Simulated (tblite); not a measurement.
Species: C6H13BO2Si.
Numbering: `[CH3:1][CH2:2][SiH2:3][C:4]1=[CH:5][O:6][B@H-:7]([CH3:8])[O+:9]=[CH:10]1` (hydrogens: H11, H12, H13 on C1; H14, H15 on C2; H16, H17 on Si3; H18 on C5; H19 on B7; H20, H21, H22 on C8; H23 on C10)
Bond orders are those of one Lewis drawing.

Computed with GFN2-xTB (tblite), gas phase: L-BFGS steps from a force-field or distance-geometry start until the largest atomic force falls under 0.01 eV/Å.

The end geometry, which sets the zero of energy:
```
atom  x, y, z in Å
C1     -2.6014    0.3479    1.1699
C2     -2.5370   -1.0063    0.4678
Si3    -1.6518   -0.9247   -1.2192
C4      0.1031   -0.3199   -0.9411
C5      1.1625   -1.1904   -0.6836
O6      2.3536   -0.8623   -0.4374
B7      2.7362    0.6218   -0.2239
C8      2.8104    0.8964    1.3729
O9      1.6075    1.5050   -0.8076
C10     0.4641    1.0246   -1.0302
H11    -3.0904    0.2595    2.1385
H12    -3.1605    1.0643    0.5718
H13    -1.6017    0.7466    1.3312
H14    -2.0216   -1.7171    1.1175
H15    -3.5507   -1.3878    0.3383
H16    -1.5991   -2.2608   -1.8228
H17    -2.3346    0.0207   -2.1104
H18     0.9796   -2.2666   -0.7358
H19     3.7204    0.8346   -0.8493
H20     1.8660    0.6695    1.8683
H21     3.0469    1.9366    1.5805
H22     3.5786    0.2879    1.8424
H23    -0.2849    1.7474   -1.3635
```

Question: These geometries come from the run, each turned onto the end geometry. Order them by energy, lowest first.
A.
```
atom  x, y, z in Å
C1     -2.8639    0.2510    1.1548
C2     -2.7108   -1.0537    0.3764
Si3    -1.6433   -0.8886   -1.1968
C4      0.0992   -0.3059   -0.8080
C5      1.1450   -1.1837   -0.5216
O6      2.3454   -0.8698   -0.3079
B7      2.8032    0.6090   -0.2549
C8      3.1549    0.9916    1.2787
O9      1.6273    1.5049   -0.7046
C10     0.4741    1.0355   -0.8915
H11    -3.5290    0.1219    2.0090
H12    -3.2799    1.0264    0.5144
H13    -1.8988    0.5926    1.5236
H14    -2.2939   -1.8185    1.0360
H15    -3.7027   -1.4046    0.0871
H16    -1.5643   -2.1968   -1.8576
H17    -2.2344    0.0980   -2.1106
H18     0.9373   -2.2561   -0.4964
H19     3.6837    0.7315   -1.0426
H20     2.2999    0.8547    1.9402
H21     3.4590    2.0326    1.3527
H22     3.9687    0.3813    1.6612
H23    -0.2817    1.7737   -1.1673
```
B.
```
atom  x, y, z in Å
C1     -2.9358    0.1987    1.0749
C2     -2.7878   -1.0879    0.2689
Si3    -1.6561   -0.8917   -1.2526
C4      0.0537   -0.2843   -0.7589
C5      1.0654   -1.1577   -0.3565
O6      2.2541   -0.8498   -0.0798
B7      2.7624    0.6074   -0.1917
C8      3.4078    1.0394    1.2281
O9      1.5582    1.5299   -0.5091
C10     0.4185    1.0625   -0.7725
H11    -3.5558    0.0368    1.9544
H12    -3.4022    0.9760    0.4747
H13    -1.9634    0.5573    1.4055
H14    -2.4023   -1.8721    0.9232
H15    -3.7758   -1.4166   -0.0562
H16    -1.5101   -2.1912   -1.9175
H17    -2.2325    0.0894   -2.1775
H18     0.8245   -2.2193   -0.2557
H19     3.4928    0.6560   -1.1328
H20     2.6916    0.9809    2.0461
H21     3.7823    2.0592    1.1972
H22     4.2449    0.3935    1.4809
H23    -0.3394    1.8104   -1.0188
```
C.
```
atom  x, y, z in Å
C1     -2.6619    0.3271    1.1687
C2     -2.5620   -1.0187    0.4538
Si3    -1.6561   -0.9134   -1.2212
C4      0.0980   -0.3127   -0.9244
C5      1.1511   -1.1842   -0.6444
O6      2.3431   -0.8592   -0.4001
B7      2.7468    0.6243   -0.2288
C8      2.8922    0.9139    1.3605
O9      1.6087    1.5083   -0.7931
C10     0.4663    1.0291   -1.0228
H11    -3.2244    0.2299    2.0959
H12    -3.1711    1.0563    0.5420
H13    -1.6727    0.7139    1.4083
H14    -2.0503   -1.7307    1.1056
H15    -3.5676   -1.4121    0.2978
H16    -1.6049   -2.2423   -1.8401
H17    -2.3291    0.0380   -2.1125
H18     0.9609   -2.2600   -0.6688
H19     3.7103    0.8196   -0.8931
H20     1.9723    0.6984    1.9034
H21     3.1495    1.9512    1.5554
H22     3.6758    0.2984    1.7939
H23    -0.2797    1.7520   -1.3616
```
D.
```
atom  x, y, z in Å
C1     -2.8928    0.1894    0.9993
C2     -2.7428   -1.1100    0.2251
Si3    -1.6439   -0.8854   -1.2721
C4      0.0336   -0.3347   -0.7608
C5      0.9296   -1.2351   -0.3138
O6      2.1831   -0.8185    0.1256
B7      2.6819    0.5893   -0.0983
C8      3.5007    1.0924    1.1915
O9      1.5213    1.5052   -0.3572
C10     0.3555    1.0951   -0.6781
H11    -3.5704    0.0268    1.8717
H12    -3.3597    0.9655    0.3500
H13    -1.9223    0.5520    1.3800
H14    -2.2719   -1.8792    0.8926
H15    -3.7368   -1.4705   -0.0920
H16    -1.5584   -2.1545   -1.9909
H17    -2.2463    0.1384   -2.1524
H18     0.6876   -2.2940   -0.2954
H19     3.3963    0.5960   -1.0419
H20     2.8367    1.0846    2.0837
H21     3.8639    2.1250    1.0179
H22     4.3565    0.4168    1.3711
H23    -0.4062    1.8322   -0.8815
```
E.
```
atom  x, y, z in Å
C1     -2.9131    0.1885    1.0155
C2     -2.7467   -1.1130    0.2338
Si3    -1.6686   -0.8845   -1.3207
C4      0.0280   -0.2912   -0.7733
C5      1.0057   -1.1709   -0.3119
O6      2.1628   -0.8666    0.0825
B7      2.7004    0.5716   -0.1122
C8      3.4790    1.0777    1.2083
O9      1.5031    1.5110   -0.3673
C10     0.3720    1.0568   -0.6831
H11    -3.5646    0.0497    1.8778
H12    -3.3466    0.9585    0.3803
H13    -1.9488    0.5502    1.3699
H14    -2.3170   -1.8711    0.8916
H15    -3.7303   -1.4845   -0.0529
H16    -1.5411   -2.1719   -2.0132
H17    -2.2530    0.1535   -2.1811
H18     0.7493   -2.2314   -0.2497
H19     3.3604    0.5590   -1.1080
H20     2.8684    1.0960    2.1096
H21     3.8545    2.0857    1.0516
H22     4.3408    0.4467    1.4038
H23    -0.3993    1.8073   -0.8771
```

Answer: C (0.003 eV), A (0.016 eV), B (0.030 eV), E (0.054 eV), D (0.773 eV).

In the order of the answer:

```json
{"step": "110", "E above end (eV)": "0.003", "largest force (eV/Å)": "0.04", "rms force component (eV/Å)": "0.011", "rms distance from end (Å)": "0.065", "rms bond change (Å)": "0.000", "bond most changed (Å)": "B7–H19 +0.001"}
{"step": "82", "E above end (eV)": "0.016", "largest force (eV/Å)": "0.06", "rms force component (eV/Å)": "0.017", "rms distance from end (Å)": "0.276", "rms bond change (Å)": "0.001", "bond most changed (Å)": "B7–C8 -0.003"}
{"step": "50", "E above end (eV)": "0.030", "largest force (eV/Å)": "0.06", "rms force component (eV/Å)": "0.015", "rms distance from end (Å)": "0.455", "rms bond change (Å)": "0.002", "bond most changed (Å)": "B7–H19 +0.007"}
{"step": "8", "E above end (eV)": "0.054", "largest force (eV/Å)": "0.14", "rms force component (eV/Å)": "0.038", "rms distance from end (Å)": "0.530", "rms bond change (Å)": "0.003", "bond most changed (Å)": "B7–H19 +0.009"}
{"step": "0", "E above end (eV)": "0.773", "largest force (eV/Å)": "5.01", "rms force component (eV/Å)": "1.027", "rms distance from end (Å)": "0.533", "rms bond change (Å)": "0.040", "bond most changed (Å)": "C5–O6 +0.132"}
```

The cost below is that of the whole relaxation. On an Arm Neoverse N1 with one thread, shared host with 64 logical CPUs at a one-minute load of 58, this took 2.2 s.
